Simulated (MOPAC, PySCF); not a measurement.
Species: BNH3, charge 1, multiplicity 1. SMILES: B=[NH2+]
Geometry: optimised at B3LYP-D3(BJ)/def2-TZVP (Ansatz).

Unscaled harmonic wavenumbers (cm⁻¹) in rising order, each level at the stationary point that it reaches from this structure (no distance between atoms moves by over 0.3 Å); the order of modes can differ between levels, and a negative number is imaginary. B3LYP-D3(BJ)/def2-TZVP (PySCF, at the structure above): 579, 683, 752, 929, 1454, 1612, 2885, 3440, 3501.

AM1 (MOPAC): 665, 732, 864, 1010, 1538, 1749, 3233, 3334, 3400. Zero-point energy 23.6 against 22.6 kcal/mol; where all levels lie over 400 cm⁻¹, the wavenumbers are on average 1.073 times those of B3LYP-D3(BJ)/def2-TZVP.

PM6 (MOPAC): 605, 655, 778, 924, 1411, 1515, 2662, 2700, 2908. Zero-point energy 20.2 against 22.6 kcal/mol; where all levels lie over 400 cm⁻¹, the wavenumbers are on average 0.942 times those of B3LYP-D3(BJ)/def2-TZVP.
